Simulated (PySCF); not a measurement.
CH8ClO2Si3 (doublet state).
Atom-mapped SMILES: `[CH2:1][Si@@H:2]([O:3][SiH3:4])[O:5][SiH2:6][Cl:7]` (hydrogens: H8, H9 on C1; H10 on Si2; H11, H12, H13 on Si4; H14, H15 on Si6)

Structure used (GFN2-xTB), in Å, numbered top down from 1:
```
atom  x, y, z in Å
C1     0.147   -2.277    0.816
Si2   -0.054   -1.136   -0.624
O3    -1.380   -0.225   -0.444
Si4   -2.186    1.066    0.112
O5     1.263   -0.177   -0.725
Si6    2.102    1.136   -0.330
Cl7    2.207    1.294    1.664
H8    -0.691   -2.751    1.294
H9     1.112   -2.608    1.158
H10   -0.159   -1.711   -1.958
H11   -1.369    2.267   -0.067
H12   -2.474    0.835    1.527
H13   -3.389    1.092   -0.716
H14    1.439    2.322   -0.854
H15    3.427    0.881   -0.876
```

The hyperfine couplings belong to this conformer and change with its torsions.

The calculation used UKS B3LYP, pcH-1 on C Cl H O Si, non-relativistic, mean-field spin-orbit, GIAO in PySCF 2.14.0. The structure is a single GFN2-xTB conformer in the gas phase; no vibrational or solvent corrections. GFN2-xTB frequencies show an imaginary mode (35i cm⁻¹), so this geometry is no minimum at that level. The geometry wasn't refined by DFT: couplings that depend on bond lengths, twists or pyramidal angles can differ widely from those at the functional's own minimum. The SCF solution wasn't tested for stability.

Mulliken spin populations: C1 +1.049, Si2 +0.005, O3 +0.005, Si4 0.000, O5 +0.003, Si6 -0.002, Cl7 +0.001, H8 -0.041, H9 -0.041, H10 +0.021, H11 0.000, H12 0.000, H13 0.000, H14 0.000, H15 0.000.

(1) Give the computed dipolar 1H tensors of H10, H11, H12, H13, H14, H15.

(2) Estimate them with point dipoles: put each population ρk at its nucleus, leave out the nucleus itself and the atom bound to it, and sum T = Σ [ρk/(2S)]·C·(3 n nᵀ − 1)/r³ with C = μ0 gₑ μB g_N μN/(4π h) = 79.06 MHz Å³.

(3) If all the spin sat on C1, T∥ = 2C/r³. What distance does the computed T3 of H11 then imply?

## Answers

(1) 
```tsv
atom	position	distance from C1 (Å)	T1 (MHz)	T2	T3
H10	β, 2 bonds from C1	2.85	-3.76	-1.29	5.05
H11	4 bonds from C1	4.87	-0.74	-0.69	1.43
H12	4 bonds from C1	4.13	-1.23	-1.10	2.33
H13	4 bonds from C1	5.12	-0.63	-0.55	1.18
H14	4 bonds from C1	5.06	-0.65	-0.60	1.25
H15	4 bonds from C1	4.86	-0.69	-0.64	1.33
```

(2) 
```json
{"atom": "H10", "T1 (MHz)": "-3.48", "T2": "-3.42", "T3": "6.89", "T3, computed": "5.05", "difference in T3 (%)": "+36"}
{"atom": "H11", "T1 (MHz)": "-0.73", "T2": "-0.70", "T3": "1.42", "T3, computed": "1.43", "difference in T3 (%)": "0"}
{"atom": "H12", "T1 (MHz)": "-1.15", "T2": "-1.10", "T3": "2.25", "T3, computed": "2.33", "difference in T3 (%)": "-3"}
{"atom": "H13", "T1 (MHz)": "-0.63", "T2": "-0.61", "T3": "1.24", "T3, computed": "1.18", "difference in T3 (%)": "+5"}
{"atom": "H14", "T1 (MHz)": "-0.64", "T2": "-0.63", "T3": "1.27", "T3, computed": "1.25", "difference in T3 (%)": "+2"}
{"atom": "H15", "T1 (MHz)": "-0.72", "T2": "-0.70", "T3": "1.41", "T3, computed": "1.33", "difference in T3 (%)": "+6"}
```

In T3 the estimate is closest for H11 (0 %, 4.87 Å from C1) and worst for H10 (+36 %, 2.85 Å).

(3) r = (2 × 79.06/1.43)^(1/3) = 4.80 Å, against 4.87 Å in the structure.

On an AMD EPYC 7R43 with one thread, shared host with 256 logical CPUs at a one-minute load of 100, this took 2.2 min of wall time (with the writing of density and orbital grids) and 1.1 GiB of memory at its peak.
